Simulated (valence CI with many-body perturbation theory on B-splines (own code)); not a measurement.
From CI to CI+MBPT in Tl⁷⁶⁺

Calculated by relativistic CI+MBPT: three valence electrons over a frozen Dirac-Fock core [He], a basis of 11 s, 11 p, 9 d, 7 f, 5 g, 2 h, 1 i functions for each j, with the one-electron correlation potential Σ1 (screened to all orders), the two-electron term Σ2, the three-electron term Σ3, Breit, model QED; selected single and double excitations, second order for the rest (own B-spline code, finite nucleus).

The last digits are not significant, and no measured levels were compared; by estimate large intervals hold to a few tenths of a per cent, small ones and those within an open d or f shell to about a per cent.

Each rung adds one term. CI alone is the Dirac-Coulomb CI over the frozen core; QED comes last and gives the full result, which names the levels. Energies are above (2s^2 2p1/2) J=1/2 on the same rung, in eV.

Levels are named by their leading jj configuration (3d3/2^4 stands for four electrons in 3d with j = 3/2), which in mixed levels can hold well under half, so a name can repeat and another be missing. Letters in brackets count levels of one name in rising energy.

| Level | CI alone |
| --- | --- |
| (2s 2p1/2^2) J=1/2 | 317 |
| (2s^2 2p3/2) J=3/2 | 2249 |
| (2s 2p1/2 2p3/2) J=3/2 [a] | 2475 |
| (2s 2p1/2 2p3/2) J=5/2 | 2532 |
| (2s 2p1/2 2p3/2) J=1/2 | 2601 |
| (2s 2p1/2 2p3/2) J=3/2 [b] | 2610 |
| (2p1/2^2 2p3/2) J=3/2 | 2934 |
| (2s 2p3/2^2) J=5/2 | 4749 |
| (2s 2p3/2^2) J=1/2 | 4859 |
| (2s 2p3/2^2) J=3/2 | 4869 |
| (2p1/2 2p3/2^2) J=3/2 | 5127 |
| (2p1/2 2p3/2^2) J=5/2 | 5163 |
| (2p1/2 2p3/2^2) J=1/2 | 5211 |
| (2p3/2^3) J=3/2 | 7423 |
| (2s^2 3s) J=1/2 | 13206 |
| (2s^2 3p1/2) J=1/2 | 13311 |

**Question.** What do these energies become with core correlation, Breit and QED?

**Answer.** (2s 2p1/2^2) J=1/2 319 (+1.7); (2s^2 2p3/2) J=3/2 2222 (-27.0); (2s 2p1/2 2p3/2) J=3/2 [a] 2448 (-27.2); (2s 2p1/2 2p3/2) J=5/2 2490 (-41.9); (2s 2p1/2 2p3/2) J=1/2 2574 (-26.8); (2s 2p1/2 2p3/2) J=3/2 [b] 2576 (-34.6); (2p1/2^2 2p3/2) J=3/2 2904 (-30.0); (2s 2p3/2^2) J=5/2 4687 (-61.9); (2s 2p3/2^2) J=1/2 4811 (-47.4); (2s 2p3/2^2) J=3/2 4812 (-57.0); (2p1/2 2p3/2^2) J=3/2 5069 (-57.5); (2p1/2 2p3/2^2) J=5/2 5092 (-71.2); (2p1/2 2p3/2^2) J=1/2 5158 (-53.1); (2p3/2^3) J=3/2 7339 (-83.7); (2s^2 3s) J=1/2 13173 (-33.1); (2s^2 3p1/2) J=1/2 13277 (-33.9).

**Question.** How does the ionisation energy move along the ladder, and which term matters most?

**Answer.** CI alone 23296, + Σ1 23296, + Σ2 23296, + Σ3 23296, + Breit 23250, + QED 23248 eV. The largest step is Breit, -46 eV. NIST lists 23250 ± 110 eV (theoretical).
